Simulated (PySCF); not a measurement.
C₃H₉FOSi, SMILES CC[Si](C)(O)F.

The structure is a stationary point at B3LYP-D3(BJ)/def2-SVP. One conformer was computed; it need not be the lowest.

Two levels are set side by side: TDA-PBE/def2-SVPD (PySCF) and TDA-CAM-B3LYP/def2-SVPD (PySCF). Vertical, same geometry. The lowest singlet is HOMO→LUMO 100 % with PBE and HOMO→LUMO 90 % with the other functional; states are paired by order. Differences are taken from unrounded values.

| quantity | TDA-PBE |
|---|---|
| lowest singlet excitation (eV) | 6.46 |
| lowest triplet excitation (TDA) (eV) | 6.32 |

### Question
These are the TDA-PBE values. What does TDA-CAM-B3LYP give? (The exact figures need the calculation; the answer reports its results.)

### Answer

| quantity | TDA-CAM-B3LYP | TDA-PBE minus TDA-CAM-B3LYP |
|---|---|---|
| lowest singlet excitation (eV) | 7.63 | -1.17 |
| lowest triplet excitation (TDA) (eV) | 7.39 | -1.07 |

A lower first singlet is the usual sign of a functional without exact exchange. Differences between two approximate levels are no errors against the true value.

Rough cost on one machine, each run with all the roots and properties that it gave: TDA-CAM-B3LYP against TDA-PBE about 5 times.
